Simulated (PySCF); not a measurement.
AlH4OP, SMILES [AlH]([OH])[PH2].

Geometry: PBE0-D3(BJ)/def2-TZVP. One conformer was computed; it need not be the lowest.

The numbers are results of PySCF with TDA-ωB97X/def2-SVPD, not measurements.

Vertical excitations. 

**Question.** Give excitation energies, oscillator strengths and character. (The exact figures need the calculation; the answer reports its results.)

**Answer.** 
```
state  energy (eV)  λ (nm)      f                                                                  main pairs
-----  -----------  ------  -----  --------------------------------------------------------------------------
S1            5.64     220  0.021                                                              HOMO→LUMO 83 %
S2            6.27     198  0.006                        HOMO→LUMO+2 41 %, HOMO→LUMO+4 36 %, HOMO→LUMO+1 17 %
S3            6.61     187  0.133                         HOMO→LUMO+1 52 %, HOMO→LUMO+2 26 %, HOMO−1→LUMO 8 %
S4            7.07     175  0.082                                          HOMO−1→LUMO 63 %, HOMO→LUMO+3 10 %
S5            7.36     168  0.067                         HOMO→LUMO+3 39 %, HOMO→LUMO+4 22 %, HOMO−1→LUMO 6 %
S6            7.61     163  0.061                                          HOMO−2→LUMO 49 %, HOMO→LUMO+4 10 %
S7            7.76     160  0.095     HOMO−2→LUMO 26 %, HOMO−1→LUMO+1 19 %, HOMO→LUMO+3 12 %, HOMO−1→LUMO 6 %
S8            7.95     156  0.145  HOMO−1→LUMO+1 26 %, HOMO−3→LUMO+1 12 %, HOMO→LUMO+4 8 %, HOMO−1→LUMO+4 7 %
S9            8.06     154  0.013   HOMO−3→LUMO 34 %, HOMO−2→LUMO+1 23 %, HOMO−1→LUMO+2 13 %, HOMO−2→LUMO 7 %
S10           8.26     150  0.237                     HOMO−1→LUMO+2 49 %, HOMO−3→LUMO 12 %, HOMO−1→LUMO+1 9 %
T1            5.02     247      0                                                              HOMO→LUMO 87 %
T2            5.76     215      0                                          HOMO→LUMO+4 44 %, HOMO→LUMO+2 39 %
T3            6.14     202      0                         HOMO→LUMO+1 44 %, HOMO→LUMO+3 30 %, HOMO→LUMO+2 7 %
T4            6.36     195      0      HOMO−1→LUMO 39 %, HOMO→LUMO+1 14 %, HOMO→LUMO+3 11 %, HOMO→LUMO+6 11 %
```
Triplets are in the Tamm–Dancoff approximation.
